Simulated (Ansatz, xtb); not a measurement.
# Ranking isomers of C3H10BN2P

3 gas-phase structures of C3H10BN2P, from a drawn sample of its isomers (lower ones may exist). Each was relaxed with GFN2-xTB; where two conformers were screened, the lower at r2SCAN-D4/def2-SVP is listed:

A. `NB(P)NC1CC1`, a singlet
B. `PB1NCCCN1`, a singlet
C. `CN1CCNB1P`, a singlet

Task: Make a reasoned guess at their ranking by r2SCAN-D4/def2-SVP single-point energy.

Result: Calculated order at r2SCAN-D4/def2-SVP: B (0.0), C (48.1), A (84.4) kJ/mol.

Energies above the lowest of each column, in kJ/mol; the last columns are at B3LYP-D3(BJ)/def2-SVP geometries:

| structure | GFN2-xTB | HF/STO-3G | r2SCAN-D4/def2-SVP | B3LYP-D3(BJ)/def2-SVP | CCSD(T)/def2-SVP + ΔMP2/def2-TZVPP |
| --- | --- | --- | --- | --- | --- |
| B | 0.0 | 0.0 | 0.0 | 0.0 | 0.0 |
| C | 9.6 | 21.8 | 48.1 | 44.6 | 44.9 |
| A | 100.5 | 185.8 | 84.4 | 89.6 | 79.5 |

Every level run on B puts it lowest or level with the lowest. Flexible structures stand in one conformer each, not always the lowest. ΔMP2 is the change of the MP2 energy from the smaller to the larger basis.

Programs: Ansatz 0.2.0, xtb 6.7.1.
